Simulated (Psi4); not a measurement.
lithium hydride (HLi), singlet, geometry from GFN2-xTB (such geometries of metal compounds can be far from the true shape), with bond 2-1 at 2.0 times its length; PBE/6-311G** (Psi4).

Input for Psi4:
```
memory 2 GB

molecule {
0 1
  Li   -0.00000000   -0.00000000   -0.34356182
  H     0.00000000    0.00000000    2.40493272
}

set basis 6-311g**
set dft_radial_scheme mura

energy('pbe')
print_variables()
```

Output, abridged:

```
   => Loading Basis Set <=

    Name: 6-311G**
    Role: ORBITAL
    Keyword: BASIS

         ---------------------------------------------------------
                                   SCF
               by Justin Turney, Rob Parrish, Andy Simmonett
                          and Daniel G. A. Smith
                              RKS Reference
         ---------------------------------------------------------

  ==> Geometry <==

    Molecular point group: c2v
    Full point group: C_inf_v

    Geometry (in Angstrom), charge = 0, multiplicity = 1:

       Center              X                  Y                   Z               Mass
    ------------   -----------------  -----------------  -----------------  -----------------
         LI           0.000000000000     0.000000000000    -0.345221936027     7.016003436600
         H            0.000000000000     0.000000000000     2.403272603973     1.007825032230

  Running in c2v symmetry.

  Rotational constants: A = ************  B =      2.53229  C =      2.53229 [cm^-1]
  Rotational constants: A = ************  B =  75916.14452  C =  75916.14452 [MHz]
  Nuclear repulsion =    0.577600431401985

  Charge       = 0
  Multiplicity = 1
  Electrons    = 4
  Nalpha       = 2
  Nbeta        = 2

  ==> Algorithm <==

  SCF Algorithm Type is DF.
  DIIS enabled.
  MOM disabled.
  Fractional occupation disabled.
  Guess Type is SAD.
  Energy threshold   = 1.00e-06
  Density threshold  = 1.00e-06
  Integral threshold = 1.00e-12

  ==> Primary Basis <==

  Basis Set: 6-311G**
    Blend: 6-311G**
    Number of shells: 12
    Number of basis functions: 24
    Number of Cartesian functions: 25
    Spherical Harmonics?: true
    Max angular momentum: 2

  ==> DFT Potential <==

   => LibXC <=

    Version 7.1.2
    S. Lehtola, C. Steigemann, M. J. T. Oliveira, and M. A. L. Marques,  SoftwareX 7, 1–5 (2018) (10.1016/j.softx.2017.11.002)

   => Composite Functional: PBE <=

    PBE GGA Exchange-Correlation Functional

    J.P. Perdew et. al., Phys. Rev. Lett., 77(18), 3865-3868, 1996

    Deriv               =              1
    GGA                 =           TRUE
    Meta                =          FALSE

    Exchange Hybrid     =          FALSE
    MP2 Hybrid          =          FALSE

   => Exchange Functionals <=

    1.0000     XC_GGA_X_PBE

   => Correlation Functionals <=

    1.0000     XC_GGA_C_PBE

   => LibXC Density Thresholds  <==

    XC_GGA_C_PBE:  1.00E-12
    XC_GGA_X_PBE:  1.00E-15

   => Molecular Quadrature <=

    Radial Scheme          =           MURA
    Pruning Scheme         =           NONE
    Nuclear Scheme         =       TREUTLER

    Blocking Scheme        =         OCTREE
    BS radius alpha        =              1
    Pruning alpha          =              1
    Radial Points          =             75
    Spherical Points       =            302
    Total Points           =          43796
    Total Blocks           =            388
    Max Points             =            256
    Max Functions          =             24
    Weights Tolerance      =       1.00E-15

   => Loading Basis Set <=

    Name: (6-311G** AUX)
    Role: JKFIT
    Keyword: DF_BASIS_SCF

  ==> Integral Setup <==

  SCF_SUBTYPE=INCORE selected. In-core MEM_DF algorithm will be used.
  Using in-core AOs.

  ==> MemDFJK: Density-Fitted J/K Matrices <==

    J tasked:                   Yes
    K tasked:                    No
    wK tasked:                   No
    Algorithm:                 Core
    Schwarz Cutoff:           1E-12
    Mask sparsity (%):       0.0000
    Fitting Condition:        1E-10

   => Auxiliary Basis Set <=

  Basis Set: (6-311G** AUX)
    Blend: CC-PVTZ-JKFIT + DEF2-UNIVERSAL-JKFIT
    Number of shells: 27
    Number of basis functions: 81
    Number of Cartesian functions: 95
    Spherical Harmonics?: true
    Max angular momentum: 3

  Minimum eigenvalue in the overlap matrix is 7.0299029893E-02.
  Reciprocal condition number of the overlap matrix is 2.2197876382E-02.
    Using symmetric orthogonalization.

  ==> Pre-Iterations <==

  SCF Guess: Superposition of Atomic Densities via on-the-fly atomic UHF (no occupation information).

   -------------------------
    Irrep   Nso     Nmo
   -------------------------
     A1        13      13
     A2         1       1
     B1         5       5
     B2         5       5
   -------------------------
    Total      24      24
   -------------------------

  ==> Iterations <==

                           Total Energy        Delta E     RMS |[F,P]|

   @DF-RKS iter SAD:    -7.86064696858330   -7.86065e+00   0.00000e+00
   @DF-RKS iter   1:    -7.91657734879061   -5.59304e-02   1.41740e-02 DIIS/ADIIS
   @DF-RKS iter   2:    -7.54987505881289    3.66702e-01   1.30753e-02 DIIS/ADIIS
   @DF-RKS iter   3:    -7.95715346690311   -4.07278e-01   8.49106e-03 DIIS/ADIIS
   @DF-RKS iter   4:    -7.98599034325438   -2.88369e-02   3.94795e-03 DIIS/ADIIS
   @DF-RKS iter   5:    -7.99299375886852   -7.00342e-03   2.15475e-03 DIIS/ADIIS
   @DF-RKS iter   6:    -7.99436652130132   -1.37276e-03   1.58925e-03 DIIS/ADIIS
   @DF-RKS iter   7:    -7.99562930747532   -1.26279e-03   3.17866e-04 DIIS/ADIIS
   @DF-RKS iter   8:    -7.99566692326210   -3.76158e-05   1.89889e-05 DIIS
   @DF-RKS iter   9:    -7.99566718246826   -2.59206e-07   1.04246e-05 DIIS
   @DF-RKS iter  10:    -7.99566726412641   -8.16581e-08   3.44616e-06 DIIS
   @DF-RKS iter  11:    -7.99566726904827   -4.92186e-09   6.53755e-07 DIIS
  Energy and wave function converged.

  ==> Post-Iterations <==

   Electrons on quadrature grid:
      Ntotal   =    4.0000036259 ; deviation = 3.626e-06

    Orbital Energies [Eh]
    ---------------------

    Doubly Occupied:

[...]
    Virtual:

[...]
      13A1     3.338081

    Final Occupation by Irrep:
             A1    A2    B1    B2
    DOCC [     2,    0,    0,    0 ]
    NA   [     2,    0,    0,    0 ]
    NB   [     2,    0,    0,    0 ]

  @DF-RKS Final Energy:    -7.99566726904827

   => Energetics <=

    Nuclear Repulsion Energy =              0.5776004314019849
    One-Electron Energy =                 -11.4579915545609339
    Two-Electron Energy =                   4.9918175073581139
    DFT Exchange-Correlation Energy =      -2.1070936532474338
    Empirical Dispersion Energy =           0.0000000000000000
    VV10 Nonlocal Energy =                  0.0000000000000000
    Total Energy =                         -7.9956672690482691

Computation Completed

Properties will be evaluated at   0.000000,   0.000000,   0.000000 [a0]

Properties computed using the SCF density matrix

 Multipole Moments:

 ------------------------------------------------------------------------------------
     Multipole            Electronic (a.u.)      Nuclear  (a.u.)        Total (a.u.)
 ------------------------------------------------------------------------------------

 L = 1.  Multiply by 2.5417464519 to convert [e a0] to [Debye]
 Dipole X            :          0.0000000            0.0000000            0.0000000
 Dipole Y            :          0.0000000            0.0000000            0.0000000
 Dipole Z            :         -5.4528874            2.5844023           -2.8684851
 Magnitude           :                                                    2.8684851

 ------------------------------------------------------------------------------------

  Variable Map:
  ----------------------------------------------------------------------------
[...]
  Array Variable Map:
  ----------------------------------------------------------------------------
[...]
[...]
```
